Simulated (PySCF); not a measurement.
**Distorted geometries of Pt(H2S)2**

Pt(H2S)2 (singlet). PySCF 2.14.0, RKS BP86, Pt def2-SVP with ECP60, S def2-SVP, H def2-SVP; non-relativistic Hamiltonian with scalar-relativistic core potentials where named; density fitting; no spin-orbit coupling. Relaxed geometry:

```xyz
7

Pt   -0.1292    0.0000    0.0000
S    -0.2738    0.0170    2.2498
H     1.0231   -0.0181    2.7200
H    -0.3890    1.3440    2.6058
S    -0.2738   -0.0170   -2.2498
H     1.0231    0.0181   -2.7200
H    -0.3890   -1.3440   -2.6058
```

Order these distorted geometries by energy above the relaxed one, lowest first.
A.
```xyz
7

Pt    0.0065    0.0408   -0.0832
S    -0.1976    0.1263    2.3481
H     0.9422   -0.0841    2.7091
H    -0.5571    1.3920    2.6665
S    -0.3396   -0.0218   -2.2513
H     1.1020   -0.0505   -2.8575
H    -0.3652   -1.4028   -2.5317
```
B.
```xyz
7

Pt   -0.2008    0.0047   -0.0116
S    -0.3186    0.0857    2.3113
H     0.9702   -0.0802    2.6874
H    -0.3774    1.3660    2.5955
S    -0.1368   -0.0094   -2.2278
H     1.0836   -0.0084   -2.7750
H    -0.4289   -1.3582   -2.5798
```
C.
```xyz
7

Pt   -0.0948   -0.0830    0.0628
S    -0.2834    0.0672    2.2073
H     1.0691   -0.0979    2.6497
H    -0.4020    1.3550    2.6592
S    -0.2187    0.0746   -2.2270
H     0.9602    0.0152   -2.7777
H    -0.4393   -1.3311   -2.5743
```

B (0.21 eV), C (0.34 eV), A (1.03 eV).

Which forces (eV/Å) act in the one that lies 0.21 eV up?


```
Pt   0.52  0.11  0.67
S   -0.78 -1.79 -1.07
H    0.49  0.16  0.16
H    0.15  1.59  0.41
S   -1.85 -0.65 -0.07
H    1.05 -0.27 -0.14
H    0.41  0.84  0.04
```
Forces carry noise of the integration grid, about 0.01 to 0.03 eV/Å.
